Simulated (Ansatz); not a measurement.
`[CH3][AlH][C]#N` at its PBE0-D4/def2-TZVP geometry, where that method's forces vanish. Total charge 0; spin multiplicity 1.

```xyz
8

C     0.9077    0.2576   -0.8820
Al   -0.7359   -0.3241   -0.0425
C    -0.9124   -0.1069    1.8822
N    -1.0030    0.0295    3.0248
H     1.4014   -0.5804   -1.3851
H     0.7042    1.0050   -1.6558
H     1.6129    0.6886   -0.1689
H    -1.9749   -0.9694   -0.7726
```

What forces (eV/Å) does PBE-D4/def2-TZVPP give on these atoms in the Gaussian-basis code of Ansatz? (Estimate.)

Ansatz gave: 
```
C1  -0.048 -0.015  0.041
Al2 -0.042 -0.008  0.040
C3   0.108 -0.171 -1.411
N4  -0.119  0.180  1.511
H5   0.094 -0.152 -0.100
H6  -0.034  0.136 -0.149
H7   0.134  0.081  0.130
H8  -0.095 -0.051 -0.060
```
